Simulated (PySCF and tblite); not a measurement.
The numbers below are computed, except where a source is named.
C₇H₁₀F₂, numbered as in [F:1][C@@H:2]1[CH2:3][CH2:4][CH2:5][C@:6]2([F:7])[CH2:8][C@H:9]12.

Geometries GFN2-xTB; weights from HSE06-D3(BJ)/pcSseg-1 (IEF-PCM, tetrahydrofuran), level shift 0.2 energies and GFN2-xTB thermal corrections, with symmetry numbers and mirror pairs. Conformers within 2.5 kcal/mol (GFN2-xTB free energy) were kept, 2 at most. GIAO shieldings: HSE06/pcSseg-1 (IEF-PCM, tetrahydrofuran), level shift 0.2. Shifts are against TMS (¹H), TMS (¹³C) at the same level; of two unlike H on one atom, a is the less shielded. Run with PySCF (density fitting) and tblite.

Question: List the conformer-averaged shifts at 298.15 K.

Answer: ¹H: 5.50 (H2, 1H), 2.39 (H5a, 1H), 2.26 (H5b, 1H), 1.99 (H9, 1H), 1.59 (H3a, 1H), 1.57 (H3b, 1H), 1.54 (H4a, 1H), 1.37 (H4b, 1H), 1.32 (H8a, 1H), 0.93 (H8b, 1H) ppm. ¹³C: 91.0 (C2), 83.0 (C6), 33.2 (C3), 32.5 (C5), 26.0 (C9), 20.4 (C4), 14.5 (C8) ppm.

Question: How do the conformers differ?

Answer: The 6-ring runs over atoms 2–3–4–5–6–9.
```tsv
conformer	shape	weight %
1	6-ring half-chair (ring torsions -67, 51, -21, 4, -18, 48°)	69.9
2	6-ring half-chair (ring torsions 68, -50, 16, 2, 16, -49°)	30.1
```

```tsv
signal	1	2	average
H2	5.51	5.48	5.50
H3a	1.40	2.03	1.59
H3b	1.87	0.87	1.57
H4a	1.64	1.32	1.54
H4b	1.30	1.54	1.37
H5a	2.55	2.03	2.39
H5b	2.20	2.39	2.26
H8a	1.29	1.39	1.32
H8b	1.02	0.71	0.93
H9	1.98	2.02	1.99
C2	89.9	93.4	91.0
C3	34.6	30.1	33.2
C4	19.0	23.7	20.4
C5	31.8	34.2	32.5
C6	81.8	85.8	83.0
C8	12.9	18.3	14.5
C9	25.6	26.9	26.0
```

Question: Which signal moves most, for its nucleus, between 250 and 350 K through the change of populations alone?

Answer: H3b: 1.61 ppm at 250 K, 1.57 ppm at 298.15 K, 1.54 ppm at 350 K.

Shifts are unscaled: against experiment ¹³C can be off by 15 ppm or more and ¹H by 0.8 ppm. For its torsions the set is small; conformers may be missing.


Conformer gaps in pcSseg-1 on xTB geometries can be 2 kcal/mol off for S=O, P=O and other polar bonds.